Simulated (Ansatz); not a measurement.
(BeO)n: PBE-D4/def2-TZVP single points in Ansatz on relaxed structures, gas phase. Each cluster is the lowest isomer that a short search found in that spin, judged at the geometry's level, and lower ones may exist. Binding counts from free atoms in the multiplicity of their measured ground term, without zero-point energy. The structures are stationary points that may keep the symmetry of their start.

**Question.** Estimate the order by gap (eV), lowest first.
A. Be7O7 (singlet)
B. (BeO)4 cube (Be4O4) (singlet)
C. (BeO)2 ring (Be2O2) (singlet)
D. (BeO)6 prism (Be6O6) (singlet)
E. (BeO)4 ring (Be4O4) (singlet)
F. (BeO)3 ring (Be3O3) (singlet)

**Answer.** C (2.72), B (4.14), F (4.76), D (4.85), E (5.00), A (5.25).

In full:

```
             species  atoms    state            geometry  HOMO (eV)  LUMO (eV)  gap (eV)  binding per atom (eV)  point group (within 0.1 Å)
 (BeO)2 ring (Be2O2)      4  singlet    PBE-D4/def2-TZVP      -5.97      -3.25      2.72                   4.24                         D2h
 (BeO)3 ring (Be3O3)      6  singlet    PBE0-D4/def2-SVP      -7.01      -2.25      4.76                   4.93                         D3h
 (BeO)4 cube (Be4O4)      8  singlet   B3LYP-D4/def2-SVP      -6.81      -2.67      4.14                   4.93                          Td
 (BeO)4 ring (Be4O4)      8  singlet     PBE-D4/def2-SVP      -6.93      -1.93      5.00                   5.14                         D4h
(BeO)6 prism (Be6O6)     12  singlet     PBE-D4/def2-SVP      -6.89      -2.04      4.85                   5.29                         D3d
               Be7O7     14  singlet    PBE0-D4/def2-SVP      -7.07      -1.82      5.25                   5.28                         D7h
               Be9O9     18  singlet  r2SCAN-D4/def2-SVP      -7.02      -1.72      5.30                   5.31                         D9h
```

The gap (eV) runs from 2.72 ((BeO)2 ring) to 5.30 (Be9O9). The binding per atom (eV) runs from 4.24 ((BeO)2 ring) to 5.31 (Be9O9).
